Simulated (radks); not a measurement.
All-electron atom: Sm11+ in [Kr] 4d10 4f3 5s2 (the NIST ground configuration). Calculated with a radial shooting solver on a logarithmic mesh with Libxc functionals: scalar-relativistic Kohn-Sham, PBEsol, spin-polarised, spherical densities, finite nucleus; open shells are filled with parallel spins first (spin-orbit coupling, left out, can overturn this in heavy ions); Fermi nuclear charge, rms radius 5.0819 fm.

Unscreened Slater integrals over Kohn-Sham orbitals (hartree). They are taken over the spin-up orbitals.

\begin{tabular}{lr}
integral & value \\ \hline
F0(4f,4f) & 1.2367 \\
F2(4f,4f) & 0.61739 \\
F4(4f,4f) & 0.39381 \\
F6(4f,4f) & 0.28523 \\
F0(4f,5s) & 0.87167 \\
G3(4f,5s) & 0.14328 \\
F0(4f,4d) & 1.3010 \\
F2(4f,4d) & 0.64638 \\
F4(4f,4d) & 0.41836 \\
G1(4f,4d) & 0.75790 \\
G3(4f,4d) & 0.48434 \\
G5(4f,4d) & 0.34490 \\
F0(4f,4p) & 1.3421 \\
F2(4f,4p) & 0.67211 \\
G2(4f,4p) & 0.58958 \\
G4(4f,4p) & 0.40997 \\
F0(5s,5s) & 0.74442 \\
F0(5s,4d) & 0.89468 \\
G2(5s,4d) & 0.10574 \\
F0(5s,4p) & 0.90566 \\
G1(5s,4p) & 0.079837 \\
F0(4d,4d) & 1.3855 \\
F2(4d,4d) & 0.70795 \\
F4(4d,4d) & 0.47544 \\
F0(4d,4p) & 1.4317 \\
F2(4d,4p) & 0.73723 \\
G1(4d,4p) & 0.93594 \\
G3(4d,4p) & 0.58777 \\
F0(4p,4p) & 1.4847 \\
F2(4p,4p) & 0.77949 \\
\end{tabular}

Derived for the open shells (J is the average intra-shell exchange parameter used in DFT+U). 4f: F4/F2 = 0.638, F6/F2 = 0.462, J = (286 F2 + 195 F4 + 250 F6)/6435 = 0.05045 hartree.
